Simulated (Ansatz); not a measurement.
```yaml
crystal:
  periodic: [false, false, false]
  atoms:
    - {symbol: O, position_ang: [-0.842114, 0.178087, 2.219520]}
    - {symbol: Si, position_ang: [-0.944998, -1.021967, 0.864551]}
    - {symbol: F, position_ang: [-2.507743, -0.885819, 0.023004]}
    - {symbol: O, position_ang: [0.348677, -0.753757, -0.392252]}
    - {symbol: Si, position_ang: [1.224621, 0.479010, -1.398665]}
    - {symbol: Cl, position_ang: [0.839978, 2.582046, -0.525040]}
    - {symbol: H, position_ang: [-0.712052, 1.220071, 1.989738]}
    - {symbol: H, position_ang: [-0.812610, -2.530295, 1.494502]}
    - {symbol: H, position_ang: [0.648076, 0.478381, -2.947956]}
    - {symbol: H, position_ang: [2.851237, 0.196901, -1.324153]}
basis:
  gaussian: {orbitals: def2-TZVPD, final_grid: {core_spheres: 1, valence_spheres: 1, degree: 3}}
hamiltonian: {xc: {name: PBE}}
scf: {lower_state_search: light}
output: {forces: true}
```

```sh
$ ansatz run in.yaml --threads 4 --pin off --events-out ev --progress --plain --max-ram 10444MiB
```

Output, abridged:

```
Functional definition: PBE
1599 factors; their error is unknown
mean field evaluation 1: about -35129.1651 eV, gradient 9.1e1 eV
mean field evaluation 2: about -34992.1611 eV, gradient 2.4e2 eV
mean field evaluation 4: about -35140.9268 eV, gradient 3.1e1 eV
mean field evaluation 8: about -35142.4397 eV, gradient 3.8e-1 eV
mean field evaluation 32: about -35542.1445 eV, gradient 8.9e0 eV
a density is far from that of the atoms, so the factors are made again for it
2578 factors; integrals over basis functions are off by at most 2.1e-4 eV
mean field evaluation 64: about -35142.3361 eV, gradient 4.8e0 eV
mean field -35537.71904286 eV, -1305.9870864940 hartree, gradient 2.6e-5 eV, S^2 0.000000; 0 other end points of the search recorded, 0 dependent functions left out
reference -35537.71904523 eV, -1305.9870865812 hartree; 37, 37 occupied and 251, 251 virtual orbitals, 2578 factors
Total energy: -35537.71904523 eV, -1305.9870865812 hartree
Atom 0 at    -0.842114     0.178087     2.219520 Å, force   -43.509503     1.640982   -18.889921 eV/Å
Atom 1 at    -0.944998    -1.021967     0.864551 Å, force   106.501159    77.731761    60.574693 eV/Å
Atom 2 at    -2.507743    -0.885819     0.023004 Å, force    15.330156     0.816513    10.108343 eV/Å
Atom 3 at     0.348677    -0.753757    -0.392252 Å, force   -36.231726   -16.810270  -124.776822 eV/Å
Atom 4 at     1.224621     0.479010    -1.398665 Å, force   -11.884095   -61.291663    59.914471 eV/Å
Atom 5 at     0.839978     2.582046    -0.525040 Å, force    -3.457478    21.198163    33.049142 eV/Å
Atom 6 at    -0.712052     1.220071     1.989738 Å, force    -8.089574   -35.434112   -25.630519 eV/Å
Atom 7 at    -0.812610    -2.530295     1.494502 Å, force   -12.831473     8.601498     1.751610 eV/Å
Atom 8 at     0.648076     0.478381    -2.947956 Å, force    -8.037312    -6.061359     2.216622 eV/Å
Atom 9 at     2.851237     0.196901    -1.324153 Å, force     2.209847     9.608488     1.682381 eV/Å
Dipole moment:     1.785406    -6.288002    -1.769495 e Å
```

Something in this input is off. What?

The integration grid is far too coarse. Self-consistency was reached. The result belongs to that input, not to the molecule as meant.
